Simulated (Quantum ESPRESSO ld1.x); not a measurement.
Question: The mean radii <r> (bohr) of the occupied orbitals of an atom or ion are listed with their occupations. Calculated with ld1.x of Quantum ESPRESSO 7.5: scalar-relativistic Kohn-Sham, LDA (Slater exchange, VWN5 correlation), spin-polarised, spherical densities, point nucleus.

orbital  occ.      <r>
1s          2  0.01572

Name the element and its charge. Open shells, if any, are filled with parallel spins first.

Answer: Z = 83, bismuth, charge +81: Bi81+ in [He]. The 1s radius gives Z: for a bare nucleus <r> = (2 gamma + 1)/(2Z) with gamma = sqrt(1 - (Z/c)^2), 0.01561 bohr for Z = 83, and screening makes it slightly larger (0.01572 here). The occupations add up to 2, and the charge is Z minus that.
